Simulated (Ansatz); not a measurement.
`[SiH3]O[SiH2][GaH2]` + `C=N` → `C=N[SiH2]O[SiH3]` + `[GaH3]` at 400 K and 1 bar (cleavage of the Si–Ga bond).

Computed with Ansatz on PBE0-D4/def2-TZVP structures; ΔE is electronic, products minus reactants. CCSD(T)/CBS adds triple-zeta CCSD(T) − MP2 to the extrapolated MP2 energy (def2 sets, frozen cores). This one scheme is used for every species. For Ga outer-core shells are correlated without core-valence functions, which leaves a few kJ/mol of doubt a bond. Scalar relativity is left out up to krypton. Each species was taken in one conformer, which may not be the lowest.

```json
{"species": "`[SiH3]O[SiH2][GaH2]`", "CCSD(T)/CBS energy (Eh)": "-2581.53792", "H − E (kJ/mol)": "197.0", "S (J/(mol·K))": "410.7"}
{"species": "`C=N`", "CCSD(T)/CBS energy (Eh)": "-94.52360", "H − E (kJ/mol)": "119.4", "S (J/(mol·K))": "238.9"}
{"species": "`C=N[SiH2]O[SiH3]`", "CCSD(T)/CBS energy (Eh)": "-750.37116", "H − E (kJ/mol)": "242.8", "S (J/(mol·K))": "424.4"}
{"species": "`[GaH3]`", "CCSD(T)/CBS energy (Eh)": "-1925.70545", "H − E (kJ/mol)": "64.2", "S (J/(mol·K))": "231.8"}
```

H − E and S are ideal-gas, rigid-rotor, harmonic terms from PBE0-D4/def2-TZVP, for one conformer and one mirror image of each species. 1 Eh = 2625.50 kJ/mol, R = 8.31446 J/(mol·K).

Problem. By hand: ΔE, ΔH, ΔS and ΔG.

Solution. ΔE = (-750.37116) + (-1925.70545) − (-2581.53792) − (-94.52360) = -0.01509 Eh = -39.6 kJ/mol. Δ(H − E) = 242.8 + 64.2 − 197.0 − 119.4 = -9.4, so ΔH = -49.0 kJ/mol. ΔS = 424.4 + 231.8 − 410.7 − 238.9 = 6.6 J/(mol·K). ΔG = -49.0 − 400 × (6.6)/1000 = -51.6 kJ/mol.

Problem. By hand: the equilibrium constant, and the temperature at which ΔG would vanish if ΔH and ΔS stayed fixed.

Solution. log₁₀ K = −ΔG/(RT ln 10) = 6.7. ΔH and −TΔS have one sign here, so there is no such temperature.

The number of gas molecules stays the same, so ΔS is small and ΔH decides. A doubt of 5 kJ/mol in ΔE shifts log₁₀ K by 0.7 here. Other conformers and mirror images would add mixing entropy, several J/(mol·K) or more a flexible species. Modes under 60 cm⁻¹, often nearly free rotors, make the harmonic entropy too high. These are equilibria of isolated gas molecules and say nothing of rates. Largest T1 diagnostic: 0.013 (customary marks: 0.02 for closed shells, 0.045 for open ones).

ΔS is within the doubt of such terms, so its sign, and with it that verdict, could turn.
